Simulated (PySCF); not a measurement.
**Working out the ionisation energy of Pd⁺**

Pd⁺ [Kr] 4d9 (2D) → Pd²⁺ [Kr] 4d8 (3F). All numbers are calculated (PySCF 2.14, scalar relativity by spin-free X2C-1e, in x2c-QZVPPall). Frozen: [Ar] 3d10. Energies in hartree (1 hartree = 27.21139 eV):

| part | Pd⁺ (lower) | Pd²⁺ (upper) |
| --- | --- | --- |
| UHF | -5042.572035 | -5041.931650 |
| MP2 opposite-spin | -0.419933 | -0.367401 |
| MP2 same-spin | -0.194279 | -0.164161 |

Question: What does Hartree-Fock give?

Answer: (-5041.931650) − (-5042.572035) = 0.640385 hartree = 17.426 eV.

Question: What do MP2 and SCS-MP2 (6/5 opposite-spin, 1/3 same-spin) give?

Answer: The opposite-spin parts differ by 1.429 eV and the same-spin parts by 0.820 eV. MP2: 17.426 + (1.429) + (0.820) = 19.675 eV. SCS-MP2: 17.426 + 1.2 × (1.429) + (0.820)/3 = 19.414 eV.

A first-order spin-orbit estimate adds -0.118 eV to MP2 (valence and next inner shell), giving 19.557 eV against 19.43 ± 0.12 eV (semi-empirical (NIST evaluation); NIST Atomic Spectra Database, ionization energies).

What remains against the reference includes basis incompleteness, the frozen core and correlation beyond second order.
